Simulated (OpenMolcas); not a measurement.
S4+: from RASSCF to RASPT2

```json
{"Program": "OpenMolcas", "Basis": "ANO-L-VQZP [6s5p3d2f]", "Scalar Hamiltonian": "non-relativistic, point nucleus", "Active space": "2 electrons in 9 orbitals (RAS2 3s 3p; RAS3 3d, at most 2 electrons)", "State averaging": "2S+1 = 3 even, 3 roots; 2S+1 = 1 even, 7 roots; 2S+1 = 3 odd, 3 roots; 2S+1 = 1 odd, 3 roots", "Spin-orbit coupling": "state interaction with AMFI integrals over the reference wave functions, term energies averaged over their components"}
```

Methods on the same reference wave functions:
A. RASSCF
B. SS-RASPT2, IPEA 0.25 Eh, imaginary shift 0.1 Eh (closed shells correlated: 2s 2p)
C. MS-RASPT2, IPEA 0.25 Eh, imaginary shift 0.1 Eh (closed shells correlated: 2s 2p)

Energies in cm⁻¹ above 3s² ¹S₀, the measured ground level; measured values from NIST levels in Podobedova, Kelleher and Wiese, J. Phys. Chem. Ref. Data 38, 171 (2009); Martin, Zalubas and Musgrove, J. Phys. Chem. Ref. Data 19, 821 (1990).

```csv
Level,A,B,C,Measured
3s² ¹S₀,0.0,0.0,0.0,0.0
3s 3p ³P°₀,80058,81030,81048,83024
3s 3p ³P°₁,80385,81356,81374,83394
3s 3p ³P°₂,81050,82021,82040,84155
3s 3p ¹P°₁,127847,127065,127083,127151
3p² ¹D₂,191203,192223,192242,193739
3p² ³P₀,196614,197451,197470,199967
3p² ³P₁,196958,197796,197815,200371
3p² ³P₂,197631,198471,198489,201146
```

Deviations, from unrounded energies. A percentage is the sum of absolute deviations over the sum of measured energies, with the sign that they share, or ± where signs differ.

```json
{"Against measurement": "mean absolute deviation (cm-1)", "Levels": "8", "A": "2800", "B": "1900", "C": "1900"}
{"Against measurement": "other configurations (%)", "Levels": "8", "A": "±1.9", "B": "-1.3", "C": "-1.3"}
```

B, C lie about equally close to measurement and A furthest from it. The largest miss of C in the table is 3p² ³P₂, by -2700 cm-1. The ranking rests on the paired levels alone, and a cruder setting can come out closer through cancelling errors.

Between B and C the level of the table that moves most is 3s 3p ¹P°₁, by 19 cm-1 (lowest in B, highest in C).

The lowest spin-free term lies below A's lowest term by 0.041 hartree in B, 0.041 hartree in C.

Active for correlation alone: 3d; no level in the range computed is led by a configuration that fills it, so any true level of that kind is missing. Some terms mix strongly with configurations of 3d, whose occupation reaches 0.22 (3p² ¹D). Measured partners are found by configuration, term and J. A level has none where our copy of the source lacks it or the pairing is in doubt (some pairs that miss far off the trend of their configuration count as doubtful), and it then counts in no deviation. Levels of configurations outside the active space are missing. Levels that lie high or do not pair safely by name in every column are left out.

° marks odd parity.
